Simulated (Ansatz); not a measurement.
CaH, multiplicity 2 (the spin of the measured ground state), most abundant isotopes (1.0078 and 39.9626 u). Constants from fifth-degree fits in 1/R to seven points on the lowest solution found; no spin–orbit coupling, no relativity up to Kr; ω_e x_e and α_e move by some per cent with the fit.

Correlated levels freeze the inner cores; with def2 sets outer-core shells near the valence are correlated too.

Codes used: Ansatz (Gaussian basis) for Hartree–Fock, density functionals and correlated methods. 

```
level               r_e (Å)  ω_e (cm⁻¹)  ω_e x_e (cm⁻¹)  α_e (cm⁻¹)
------------------  -------  ----------  --------------  ----------
PBE/def2-TZVPP       1.9863      1285.6            20.5       0.102
CCSD(T)/def2-QZVPP   2.0056      1298.9            18.9      0.0901
```

D_e from total energies of the atoms and the molecule: 1.94 eV at PBE/def2-TZVPP; 1.77 eV at CCSD(T)/def2-QZVPP.

Question: Derive the rotational constants, the centrifugal constant, the fundamental, the zero-point energy and the force constant, and test the Morse rule for the well depth.

Answer: 
μ = 0.98303 u.
- PBE/def2-TZVPP: B_e = 16.8576/(μ r_e²) = 4.3465 cm⁻¹; B₀ = B_e − α_e/2 = 4.2954 cm⁻¹; D = 4B_e³/ω_e² = 1.99e-04 cm⁻¹; fundamental ω_e − 2ω_e x_e = 1245 cm⁻¹; zero-point energy ω_e/2 − ω_e x_e/4 = 638 cm⁻¹; k = μ(2πcω_e)² = 95.7 N/m; a Morse well would hold ω_e²/(4ω_e x_e) = 2.50 eV against the computed D_e of 1.94 eV
- CCSD(T)/def2-QZVPP: B_e = 16.8576/(μ r_e²) = 4.2632 cm⁻¹; B₀ = B_e − α_e/2 = 4.2181 cm⁻¹; D = 4B_e³/ω_e² = 1.84e-04 cm⁻¹; fundamental ω_e − 2ω_e x_e = 1261 cm⁻¹; zero-point energy ω_e/2 − ω_e x_e/4 = 645 cm⁻¹; k = μ(2πcω_e)² = 97.7 N/m; a Morse well would hold ω_e²/(4ω_e x_e) = 2.76 eV against the computed D_e of 1.77 eV

Measured for the ground state: r_e 2.0025 Å [Huber and Herzberg (1979), NIST Chemistry WebBook]; ω_e 1298.3 cm⁻¹ [Huber and Herzberg (1979), NIST Chemistry WebBook].

Ansatz is an electronic-structure program.
